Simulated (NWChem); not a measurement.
Species: C₂H₆OSi₂; SMILES C([Si@@H]([SiH3])O)#C

```xyz
11

C      1.0015     2.6544     0.2810
C      0.3913     1.6423    -0.0040
Si    -0.5025     0.0950    -0.4209
O     -1.9166    -0.0437     0.4600
Si     0.8112    -1.7694     0.1151
H      1.5370     3.5444     0.5294
H     -0.7820     0.1552    -1.8854
H     -2.5266     0.7069     0.4098
H      1.1494    -1.7830     1.5642
H      2.0788    -1.7153    -0.6660
H      0.1033    -3.0340    -0.2273
```
Atoms are numbered in this order, from 1.

Program: NWChem. Pople sets run with spherical d functions. STO-3G and 3-21G are far too small for this property and stand as cheap habits. Coordinates come from a B3LYP/6-31G* (spherical d) optimisation. B3LYP is NWChem's, with the RPA form of VWN correlation. GIAO values for the isolated, static molecule; σ is the absolute isotropic shielding, δ = σ(reference) − σ with the isolated reference molecule computed at the same levels (13C: tetramethylsilane, 1H: tetramethylsilane, 17O: water, 29Si: tetramethylsilane).

| level | δ C2 (ppm) | δ Si3 (ppm) | δ O4 (ppm) | δ Si5 (ppm) | δ H6 (ppm) | δ H8 (ppm) | δ H9 (rotor mean) (ppm) | relative time |
|---|---|---|---|---|---|---|---|---|
| KT2/pcSseg-1 | 81.0 | -31.8 | 27.3 | -109.8 | 2.80 | 1.03 | 3.55 | 10 |
| B3LYP/6-311G** | 87.4 | -31.8 | 29.8 | -105.8 | 2.47 | 1.08 | 3.63 | 20 |
| BHandHLYP/pcSseg-1 | 88.3 | -33.5 | 19.0 | -101.2 | 2.58 | 1.46 | 3.40 | 20 |
| Hartree-Fock/STO-3G | 72.3 | -23.6 | -92.9 | -84.2 | 2.80 | -3.45 | 1.58 | 1 |

Relative times are rough (shared machine, one core).
